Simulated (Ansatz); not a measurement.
Reaction (isomerisation): `[SiH3][O][GeH2][SiH3]` → `[OH][GeH]([SiH3])[SiH3]`

Computed with Ansatz on PBE0-D4/def2-TZVP structures; ΔE is electronic, products minus reactants. CBS: MP2 limit from def2 TZ/QZ plus the TZ coupled-cluster correction, frozen cores. DFT in def2-TZVPP. B3LYP here is the variant with VWN-RPA as its local correlation; programs differ in this. For Ge outer-core shells are correlated without core-valence functions, which leaves a few kJ/mol of doubt a bond. Scalar relativity is left out up to krypton. One conformer a species, not always the lowest.

Problem. Is it downhill or uphill in electronic energy at CCSD(T)/CBS, and by how much? (Best estimate.)

Solution. The calculation gave: Uphill: ΔE = +84.4 kJ/mol.

Problem. What do these levels give: PBE-D4, B3LYP-D4, r2SCAN, B3LYP, MP2/def2-TZVPP, CCSD/CBS(def2)? (An estimate is asked.)

Solution. Computed: PBE-D4 60.4, B3LYP-D4 83.5, r2SCAN 78.6, B3LYP 84.6, MP2/def2-TZVPP 90.2, CCSD/CBS(def2) 88.1 kJ/mol.

Largest T1 diagnostic among the species: 0.013.

From PBE to PBE0 (25 % exact exchange), in def2-TZVPP and without D4, ΔE moves by +8.9 kJ/mol. In def2-TZVPP, CCSD(T) changes the Hartree–Fock value by −27.4 kJ/mol (the triples alone add −3.6 kJ/mol) and MP2 by −23.1 kJ/mol.
